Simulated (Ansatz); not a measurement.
Mulliken charges of ClGeI3 (`[Cl][Ge]([I])([I])[I]`) from B3LYP/def2-TZVPP in Ansatz (PBE0-D4/def2-TZVP geometry).

| atom | x (Å) | y (Å) | z (Å) | charge (e) |
| --- | --- | --- | --- | --- |
| Cl1 | -0.836 | -0.113 | 2.001 | -0.242 |
| Ge2 | -0.007 | -0.017 | 0.032 | 0.656 |
| I3 | 1.975 | -1.529 | -0.061 | -0.138 |
| I4 | -1.751 | -0.757 | -1.592 | -0.138 |
| I5 | 0.668 | 2.342 | -0.421 | -0.138 |

Task: By hand: the dipole of these point charges (1 e Å = 4.8032 D).

Result: Σ q r = (0.075, 0.008, -0.177) e Å, of length 0.192 e Å = 0.92 D.

Task: How does the dipole of the full density compare? (Estimate.)

Result: Computed: (0.067, 0.008, -0.160) e Å, 0.83 D; the point charges give 1.11 times that, at 0° from its direction.

Point charges leave out the atoms' own dipoles, such as those of lone pairs, and Mulliken's split depends on the basis, so the close match here is no proof of good charges.

B3LYP here is the variant with VWN-RPA as its local correlation; programs differ in this.
